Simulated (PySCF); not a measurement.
Ca: excitation energy

Ca [Ar] 4s2 (1S) → Ca [Ar] 4p2 (3P), as a difference of total energies. Calculation: PySCF 2.14, in x2c-TZVPPall with one added diffuse shell each of s, p, d type (7s6p4d, 45 functions); scalar relativity by spin-free X2C-1e. Correlated levels: valence: [Ar] frozen; valence and next inner shell: [Ne] frozen. The calculations carry no spin-orbit coupling.

Question: Order these methods by the excitation energy they give, lowest first.
A. UHF
B. SCS-MP2 (valence)
C. PBE0
D. MP2 (valence and next inner shell)

Answer: A (4.185 eV), C (4.381 eV), B (4.751 eV), D (4.904 eV).

Errors of the correlated levels include the incompleteness of this basis and the frozen core.

For comparison: 4.774 eV (measured; NIST levels, between the centres of gravity of the two terms).
